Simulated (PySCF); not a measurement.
A ladder of Hamiltonians for Ni²⁴⁺ (nickel, charge +24)

Occupied: 1s1/2, 2s1/2. Hartree-Fock calculated with PySCF 2.14 in an uncontracted even-tempered set (19 s from 2.3 bohr⁻², ratio 2.3; 13 p from 2.8 bohr⁻², ratio 2.3), Gaussian nucleus throughout. NR is non-relativistic, sf-X2C the spin-free one-electron X2C Hamiltonian, X2C adds the bare one-electron spin-orbit term, X2C-SNSO screens it by Boettger's factors, DC is four-component Dirac-Coulomb, and the Gaunt and Breit terms are added at first order (total energies over the DC spinors, levels after relaxing the spinors in that mean field). QED terms are absent. Levels marked empty are virtual spinors of this ion.

| level (eV) | NR | sf-X2C | X2C | X2C-SNSO |
| --- | --- | --- | --- | --- |
| 1s1/2 | -9908.0 | -10005.2 | -10005.2 | -10005.2 |
| 2s1/2 | -2261.7 | -2289.8 | -2289.8 | -2289.8 |
| 2p1/2 (empty) | -2109.2 | -2118.9 | -2134.3 | -2133.2 |
| 2p3/2 (empty) | -2109.2 | -2118.9 | -2111.5 | -2112.0 |
| 3s1/2 (empty) | -927.75 | -936.73 | -936.73 | -936.73 |

Problem. Where do the four-component calculations put these levels?

Solution. 1s1/2: DC -10009.3, DC+Gaunt -10001.0, DC+Breit -10001.1; 2s1/2: DC -2290.2, DC+Gaunt -2289.3, DC+Breit -2289.4; 2p1/2 (empty): DC -2133.4, DC+Gaunt -2131.9, DC+Breit -2132.1; 2p3/2 (empty): DC -2112.1, DC+Gaunt -2111.1, DC+Breit -2111.4; 3s1/2 (empty): DC -936.83, DC+Gaunt -936.60, DC+Breit -936.63 (eV).

```json
{"Hamiltonian": "NR", "E (hartree)": "-936.8166", "E − E(DC) (hartree)": "10.2387", "CPU seconds": "0.23"}
{"Hamiltonian": "sf-X2C", "E (hartree)": "-946.8873", "E − E(DC) (hartree)": "0.1680", "CPU seconds": "0.12"}
{"Hamiltonian": "X2C", "E (hartree)": "-946.8873", "E − E(DC) (hartree)": "0.1680", "CPU seconds": "0.12"}
{"Hamiltonian": "X2C-SNSO", "E (hartree)": "-946.8873", "E − E(DC) (hartree)": "0.1680", "CPU seconds": "0.12"}
{"Hamiltonian": "DC", "E (hartree)": "-947.0553", "E − E(DC) (hartree)": "0.0000", "CPU seconds": "3.2"}
{"Hamiltonian": "DC+Gaunt", "E (hartree)": "-946.7080", "E − E(DC) (hartree)": "0.3473", "CPU seconds": "6.3"}
{"Hamiltonian": "DC+Breit", "E (hartree)": "-946.7144", "E − E(DC) (hartree)": "0.3409", "CPU seconds": "48"}
```

Weight of the small component: 1s1/2 0.0103, 2s1/2 0.00231, 2p1/2 0.00224, 2p3/2 0.00222, 3s1/2 0.000928.

Koopmans' value for the highest occupied level at DC+Breit: 2289.4 eV, against an ionisation energy of 2295.6 ± 2.1 eV (semi-empirical (NIST evaluation); NIST Atomic Spectra Database, ionization energies); the former lacks relaxation, correlation, QED and recoil.

The whole ladder took 59 s of wall time on 1 thread of Intel(R) Xeon(R) 6975P-C (shared host), launched as `OMP_NUM_THREADS=1 python relrun2.py TASK.json OUT` (a driver that calls PySCF for each Hamiltonian).
